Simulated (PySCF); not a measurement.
From one molecule to another.

First species: C3H5F3Si.
Numbering: `[F:1][C:2]([F:3])=[C:4]([F:5])[CH2:6][SiH3:7]` (hydrogens: H8, H9 on C6; H10, H11, H12 on Si7)

Structure used (GFN2-xTB), in Å, numbered top down from 1:
```
atom  x, y, z in Å
F1     1.9097   -0.8581   -1.5622
C2     1.9521   -0.4327   -0.2979
F3     3.0735   -0.8304    0.2949
C4     0.9828    0.2919    0.2474
F5     1.1247    0.6749    1.5348
C6    -0.2847    0.6900   -0.3976
Si7   -1.7696   -0.2888    0.3417
H8    -0.4417    1.7555   -0.2276
H9    -0.2083    0.5219   -1.4694
H10   -1.5296   -1.7113    0.1070
H11   -1.8483    0.0070    1.7694
H12   -2.9593    0.1794   -0.3665
```

Second species: C2H5N3Si.
Cartesian coordinates in Å at the GFN2-xTB level; atoms count from 1:
```
atom  x, y, z in Å
Si1   -1.7162   -0.1526   -0.0658
C2     0.1413    0.0612   -0.0055
C3     0.9667    1.1742   -0.0138
N4     2.2453    0.7718    0.0615
N5     2.2815   -0.5043    0.1172
N6     1.0356   -0.9577    0.0793
H7    -1.9764   -1.5174   -0.5336
H8    -2.2593    0.8386   -0.9899
H9    -2.2570    0.0244    1.2824
H10    0.7039    2.2101   -0.0701
H11    0.8401   -1.9457    0.1123
```

Levels: wB97X-D/def2-SVPD for dipole moment, HOMO energy, LUMO energy, HOMO–LUMO gap, static isotropic polarisability and electronic spatial extent ⟨r²⟩ about the centre of nuclear charge; TDDFT wB97X-D/def2-SVPD for lowest singlet excitation; TDA wB97X-D/def2-SVPD for lowest triplet excitation (Tamm–Dancoff); GFN2-xTB for rotational constant A and rotational constant C. Geometries: GFN2-xTB. Each species is one conformer at its optimised geometry, gas phase, non-relativistic unless stated. Electronic properties by PySCF.

Dipoles, sizes and rotational constants follow the conformer. The torsions of the flexible species, by atom-mapped SMILES:
- `[F:1][C:2]([F:3])=[C:4]([F:5])[CH2:6][SiH3:7]`: C2–C4–C6–Si7 108°

Values for the first species:

```
Dipole moment                                                     : 2.14 D
HOMO energy                                                       : -9.03 eV
LUMO energy                                                       : 1.78 eV
HOMO–LUMO gap                                                     : 10.81 eV
Lowest singlet excitation                                         : 6.46 eV
Lowest triplet excitation (Tamm–Dancoff)                          : 4.55 eV
Static isotropic polarisability                                   : 66.9 au
Electronic spatial extent ⟨r²⟩ about the centre of nuclear charge : 1084 bohr²
Rotational constant A                                             : 3.533 GHz
Rotational constant C                                             : 1.026 GHz
```

Problem. Estimate the same properties for the second species, and the change in each.

Solution. 
```tsv
property	first	second	second less first
dipole moment	2.14 D	4.35 D	+2.21 D
HOMO energy	-9.03 eV	-9.57 eV	-0.54 eV
LUMO energy	1.78 eV	1.17 eV	-0.61 eV
HOMO–LUMO gap	10.81 eV	10.74 eV	-0.07 eV
lowest singlet excitation	6.46 eV	5.67 eV	-0.79 eV
lowest triplet excitation (Tamm–Dancoff)	4.55 eV	4.56 eV	+0.01 eV
static isotropic polarisability	66.9 au	68.5 au	+1.6 au
electronic spatial extent ⟨r²⟩ about the centre of nuclear charge	1084 bohr²	714 bohr²	-370 bohr²
rotational constant A	3.533 GHz	9.109 GHz	+5.576 GHz
rotational constant C	1.026 GHz	1.645 GHz	+0.619 GHz
```

On the first: No computed singlet falls in the visible range (750 to 380 nm, 1.65 to 3.26 eV); S1 lies 3.20 eV above its blue end. The polarisability is 9.91 Å³ as a volume (1 au = 0.148185 Å³), or 1.04 au for each of the 64 electrons.

On the second: The polarisability is 10.15 Å³ as a volume (1 au = 0.148185 Å³), or 1.32 au for each of the 52 electrons. The dipole equals about 14.5 × 10⁻³⁰ C·m (1 D = 3.33564 × 10⁻³⁰ C·m). GFN2-xTB frequencies show an imaginary mode (24i cm⁻¹), so this geometry is no minimum at that level.
